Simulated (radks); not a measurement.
Species: the samarium ion Sm12+. Configuration: [Kr] 4d10 4f2 5s2 (the NIST ground configuration).

Calculated with a radial shooting solver on a logarithmic mesh with Libxc functionals: non-relativistic Kohn-Sham, r2SCAN, spin-polarised, spherical densities, point nucleus; open shells are filled with parallel spins first (spin-orbit coupling, left out, can overturn this in heavy ions); meta-GGA in the generalised Kohn-Sham scheme; relativity is left out, which matters for an element this heavy.

Energy parts (hartree):
part                       energy
total                  -9997.1585
kinetic                 9994.5005
electron-nucleus      -23285.0329
Hartree                 3512.3060
exchange-correlation    -218.9322

Orbitals (lengths in bohr, moments of r in powers of bohr; <r^-3> diverges for s and p1/2; r(max) is where P^2 peaks):
| orbital | occ. | eigenvalue (hartree) | <r^4> | <r> | <r^-3> | r(max) |
|---|---|---|---|---|---|---|
| 1s down | 1 | -1629.489 | 1.622e-06 | 0.02448 | - | 0.01623 |
| 1s up | 1 | -1629.489 | 1.622e-06 | 0.02448 | - | 0.01623 |
| 2s up | 1 | -265.2932 | 0.0002760 | 0.1044 | - | 0.08897 |
| 2s down | 1 | -265.2930 | 0.0002760 | 0.1044 | - | 0.08897 |
| 2p up | 3 | -252.1880 | 0.0001768 | 0.08862 | 8082 | 0.06936 |
| 2p down | 3 | -252.1880 | 0.0001768 | 0.08862 | 8082 | 0.06936 |
| 3s up | 1 | -64.84669 | 0.01037 | 0.2701 | - | 0.2484 |
| 3s down | 1 | -64.78966 | 0.01035 | 0.2699 | - | 0.2484 |
| 3p up | 3 | -59.06978 | 0.009579 | 0.2600 | 1633 | 0.2357 |
| 3p down | 3 | -59.01716 | 0.009555 | 0.2599 | 1635 | 0.2357 |
| 3d up | 5 | -48.33841 | 0.007059 | 0.2318 | 275.7 | 0.1892 |
| 3d down | 5 | -48.29958 | 0.007032 | 0.2316 | 276.1 | 0.1892 |
| 4s up | 1 | -19.31137 | 0.2366 | 0.6015 | - | 0.5653 |
| 4s down | 1 | -19.20529 | 0.2374 | 0.6019 | - | 0.5653 |
| 4p up | 3 | -17.03420 | 0.2661 | 0.6139 | 371.6 | 0.5711 |
| 4p down | 3 | -16.92762 | 0.2672 | 0.6144 | 370.6 | 0.5711 |
| 4d up | 5 | -12.99036 | 0.3451 | 0.6408 | 54.69 | 0.5777 |
| 4d down | 5 | -12.88260 | 0.3479 | 0.6417 | 54.49 | 0.5778 |
| 4f up | 2 | -8.03808 | 0.5973 | 0.6975 | 9.911 | 0.5530 |
| 5s up | 1 | -7.92976 | 3.868 | 1.232 | - | 1.190 |
| 4f down | 0 | -7.92634 | 0.6085 | 0.6998 | 9.876 | 0.5537 |
| 5s down | 1 | -7.88804 | 3.944 | 1.238 | - | 1.196 |

The highest occupied level is 5s down at -214.64 eV. The configuration is held as typed, so some empty levels lie below it. Summed over all electrons, <r^2> = 13.99 bohr^2, which gives a Langevin (diamagnetic) susceptibility term of -11.1 x 10^-6 cm^3/mol. The spin density at the nucleus is 0.470 e/bohr^3 (1s 0.020, 2s -0.106, 3s -2.269, 4s 1.009, 5s 1.815). Spin moment in Bohr magnetons: 2. The electron density at the nucleus is 1.695e+05 e/bohr^3.
